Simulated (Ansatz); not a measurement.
Molecule: C6H11 (charge 0, doublet). It need not be the lowest isomer of its formula. 
Geometry from a B3LYP-D3(BJ)/def2-TZVP (Ansatz, a quantum-chemistry and plane-wave program) optimisation:
SMILES: [CH2]/C=C\C(C)C
```xyz
17

C      2.3697    -0.5247    -0.3950
C      1.6108    -0.3653     0.7461
C      0.2651    -0.0471     0.8193
C     -0.6601     0.1868    -0.3318
C     -1.3249     1.5659    -0.2193
C     -1.7206    -0.9232    -0.4028
H      1.9541    -0.4082    -1.3863
H      3.4188    -0.7749    -0.3293
H      2.1214    -0.5053     1.6947
H     -0.1828     0.0329     1.8056
H     -0.0887     0.1639    -1.2625
H     -2.0005     1.7399    -1.0596
H     -1.9096     1.6382     0.7014
H     -0.5797     2.3625    -0.2076
H     -2.3976    -0.7578    -1.2441
H     -1.2559    -1.9027    -0.5223
H     -2.3195    -0.9434     0.5111
```
Charge 0, spin multiplicity 2.

Basis-set convergence of Hartree-Fock and CCSD correlation energies (hartree) with Ansatz. Cores are frozen in the correlated levels unless marked. Open shells are spin-unrestricted. Spin-orbit coupling is left out. Non-relativistic.

The UHF reference is spin-contaminated (<S^2> 0.20 over the pure value in the largest basis). 

```csv
basis,functions,E(HF),"E(corr, CCSD)"
cc-pVDZ,139,-233.59228,-0.88961
cc-pVTZ,334,___,___
```

**Question.** Fill in the missing entries.

**Answer.** 
- cc-pVTZ, E(HF): -233.65584
- cc-pVTZ, E(corr, CCSD): -1.05591
